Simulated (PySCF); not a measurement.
**Electronic absorption of C6H5NOS**

C₆H₅NOS.
Numbering: `[OH:1][c:2]1[cH:3][s:4][c:5]2[cH:6][cH:7][nH:8][c:9]12` (hydrogens: H10 on O1; H11 on C3; H12 on C6; H13 on C7; H14 on N8)

Theory: TDDFT wB97X-D/def2-SVPD, vertical, gas phase, core orbitals frozen in the response (PySCF 2.14.0, density-fitted response routines). One conformer (not necessarily the lowest) at the GFN2-xTB geometry, without solvent, vibrations or thermal averaging. Torsions of this conformer, `[OH:1][c:2]1[cH:3][s:4][c:5]2[cH:6][cH:7][nH:8][c:9]12`: H–O1–C2–C3 0°.

| state | E (eV) | E (kJ/mol) | λ (nm) | f | symmetry | main configurations (H = HOMO, L = LUMO) |
| --- | --- | --- | --- | --- | --- | --- |
| S1 | 5.21 | 502 | 238.1 | 0.029 | A′ | H→L+1 (58%), H→L+2 (11%), H→L (11%) |
| S2 | 5.22 | 503 | 237.7 | 0.238 | A′ | H→L (84%) |
| S3 | 5.54 | 535 | 223.8 | 0.131 | A′ | H-1→L (92%) |
| S4 | 5.58 | 538 | 222.4 | 0.0006 | – | H→L+2 (50%), H→L+1 (21%) |
| S5 | 5.85 | 565 | 211.8 | 0.0002 | – | H-1→L+2 (38%), H-1→L+1 (23%), H→L+2 (17%) |
| S6 | 6.12 | 590 | 202.6 | 0.0031 | A″ | H-1→L+1 (34%), H-1→L+2 (17%), H→L+4 (16%) |
| S7 | 6.20 | 598 | 200.1 | 0.0032 | A″ | H→L+3 (56%), H-1→L+1 (13%), H-1→L+2 (10%) |
| S8 | 6.41 | 619 | 193.3 | 0.0006 | – | H→L+4 (39%), H→L+2 (9%), H-1→L+2 (8%) |

Triplets, Tamm–Dancoff:

```
state  E (eV)  λ (nm)  main configurations (H = HOMO, L = LUMO)
   T1    3.57   347.0                                 H→L (88%)
   T2    4.32   286.9                               H-1→L (88%)
   T3    4.99   248.4                  H→L+1 (49%), H→L+2 (18%)
```

The lowest singlet comes at 238 nm (502 kJ/mol) in the ultraviolet; it is weak; its leading configuration is HOMO→LUMO+1 (58%). The strongest level in the table is S2 at 5.22 eV (238 nm, f = 0.238). S1/S2 lie within about 0.01 eV of each other. Löwdin shares by element: HOMO carbon 47% or more, sulfur 14% (atoms not listed hold the other 40%); LUMO carbon 47% or more, sulfur 12% (atoms not listed hold the other 41%). Weighted by f, the mean energy of these states is 5.34 eV. The listed states span 1.21 eV, and the widest gap between neighbours is 0.33 eV (S2 to S3). The oscillator strengths of these states sum to 0.406; summed over the whole spectrum of an exact calculation they would give the number of electrons, 72 (Thomas–Reiche–Kuhn). Symmetry labels in Cs follow from the direction of the transition dipole and are given only for states with f of 0.002 or more. The window holds the lowest 8 singlets.
